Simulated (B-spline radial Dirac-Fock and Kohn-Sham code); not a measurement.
# N³⁺: eigenvalues, ΔSCF and the reference

System: N³⁺, configuration [He] 2s2.

The density-functional columns are spherical, spin-unpolarised Dirac-Kohn-Sham results without Breit or QED terms: −ε is minus the orbital energy of the initial state and ΔSCF the difference of two total energies. The reference in the last column comes from relaxed Dirac-Fock hole states (ΔSCF) with Breit and QED corrections and a finite nucleus. All numbers are from a B-spline atomic structure program, in eV; a selection of levels is shown. The Kohn-Sham columns are given as differences from the reference.

```tsv
level	PBE −ε − DF	PBE ΔSCF − DF	LDA −ε − DF	LDA ΔSCF − DF	Dirac-Fock
K (1s)	-37.5	+8.1	-40.8	+4.4	488.4
L1 (2s)	-6.9	+2.8	-7.2	+2.5	75.02
```

For the outermost level NIST gives 77.4735 eV (measured); the differences from it are PBE −ε -9.35, PBE ΔSCF +0.35, LDA −ε -9.67, LDA ΔSCF +0.01, Dirac-Fock -2.45 eV.

Values without a named source are computed, but for edge energies of neutral atoms, which are taken from tables.
